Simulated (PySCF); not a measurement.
wavenumber (cm⁻¹), absorption (km/mol per cm⁻¹) and a bar:
```
        0      0.008 
        8      0.010 
       16      0.014 
       24      0.021 
       32      0.034 
       40      0.066 
       48      0.178 #
       56      0.569 ###
       64      0.265 #
       72      0.087 
       80      0.041 
       88      0.024 
       96      0.017 
      103      0.013 
      111      0.010 
      119      0.009 
      127      0.008 
      135      0.007 
      143      0.007 
      151      0.006 
      159      0.006 
      167      0.006 
      175      0.007 
      183      0.007 
      191      0.007 
      199      0.008 
      207      0.008 
      215      0.009 
      223      0.009 
      231      0.010 
      239      0.011 
      247      0.012 
      255      0.014 
      263      0.016 
      271      0.018 
      279      0.020 
      287      0.024 
      294      0.028 
      302      0.034 
      310      0.041 
      318      0.052 
      326      0.067 
      334      0.090 
      342      0.127 #
      350      0.193 #
      358      0.326 ##
      366      0.652 ###
      374      1.762 #########
      382      5.788 ##############################
      390      2.865 ###############
      398      0.912 #####
      406      0.414 ##
      414      0.232 #
      422      0.148 #
      430      0.102 
      438      0.075 
      446      0.057 
      454      0.045 
      462      0.036 
      470      0.030
```

This is the computed harmonic infrared spectrum of sextet ReCl₂, Lorentzian lines of 12 cm⁻¹ full width. Computed with UPBE0/[Re def2-SVP with ECP60, Cl def2-SVP], scalar-relativistic core potentials, density fitting, no spin–orbit coupling, PySCF.

**Question.** Which bands make it up, and how are they assigned?

**Answer.** In D∞h symmetry, counting bands above 1 % of the strongest: 57 cm⁻¹ (πu, bend, 11 km/mol); 384 cm⁻¹ (σu+, stretch, 116 km/mol).

Only a few start shapes were tried, so a lower isomer may exist. Open d and f shells are described by one determinant, and the ground state may have another occupation or spin. With an element this heavy the missing spin–orbit coupling can shift these numbers.
